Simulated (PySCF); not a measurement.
## Telling isomers of C₄H₁₀OSi apart by NMR

Rapidly exchanging positions averaged, one computed conformer, relativity neglected, no solvent model. Coordinates at the GFN2-xTB level; shieldings: GIAO PBE0/pcSseg-1; PySCF 2.14.0 with density-fitted response routines.

Chemical shifts δ = σref − σ; ¹H, ¹³C vs TMS, all at this level. Where no couplings were computed, multiplicities follow the n + 1 count of equivalent neighbours, and m marks all less simple cases (inequivalent or close neighbours, rings, F or P nearby). Shifts are as computed. Against solution values, carbons near 30 ppm lie about +3 ppm off and those near 130 ppm about +5 ppm. Of 1211 compounds with measured shifts, 218 miss one by over three times the rms of a fit or turn the order of signals round; such compounds aren't used in these exercises. OH and NH positions are gas-phase values without hydrogen bonding to other molecules.

(1) Tabulate the signals of `C=C[Si](C)(C)O`, `CO[C@H]1CC[SiH2]1`, `C=CCCO[SiH3]` and their relative energies.

(2) What is the quickest way to tell CO[C@H]1CC[SiH2]1 from C=CCCO[SiH3]?

(3) What is the quickest way to tell C=C[Si](C)(C)O from C=CCCO[SiH3]?

(4) What is the quickest way to tell C=C[Si](C)(C)O from CO[C@H]1CC[SiH2]1?

Results:

(1) 
```tsv
SMILES	carbon types	δC	δH	E rel. (kcal/mol)
C=C[Si](C)(C)O	1×CH 1×CH2 2×CH3	148.7, 138.8, 1.2	6.37 (m, 1H), 6.32 (m, 1H), 6.07 (m, 1H), 1.19 (br s, 1H), 0.12 (s, 6H)	0.0
CO[C@H]1CC[SiH2]1	1×CH 2×CH2 1×CH3	79.7, 59.4, 33.0, 1.6	4.82 (m, 1H), 4.70 (m, 1H), 3.91 (m, 1H), 3.28 (s, 3H), 2.90 (m, 1H), 2.53 (m, 1H), 1.29 (m, 1H), 1.17 (m, 1H)	59.3
C=CCCO[SiH3]	1×CH 3×CH2	146.6, 120.9, 69.6, 43.4	6.65 (m, 1H), 5.36 (m, 1H), 5.34 (m, 1H), 4.90 (s, 3H), 3.81 (t, 2H), 2.31 (m, 2H)	38.8
```

Energies are electronic energies at PBE0/pcSseg-1 on these geometries, without zero-point or thermal terms, each for the one conformer computed, which needn't be the lowest.

(2) Both give the same number of carbon signals, but DEPT or the intensities differ. The first has an sp3 CH bonded to O and Si at 79.7 ppm, the second an alkene CH at 146.6 ppm. In the proton spectra the most deshielded non-exchanging signals are 4.82 (m, 1H) and 6.65 (m, 1H).

(3) Count the carbon signals: 3 against 4. The first has a methyl carbon bonded to Si (CH3) at 1.2 ppm, the second an sp3 CH2 bonded to O at 69.6 ppm. Their most deshielded carbons lie at 148.7 and 146.6 ppm.

(4) Count the carbon signals: 3 against 4. The first has an alkene CH at 148.7 ppm, the second an sp3 CH bonded to O and Si at 79.7 ppm. In the proton spectra the most deshielded non-exchanging signals are 6.37 (m, 1H) and 4.82 (m, 1H).
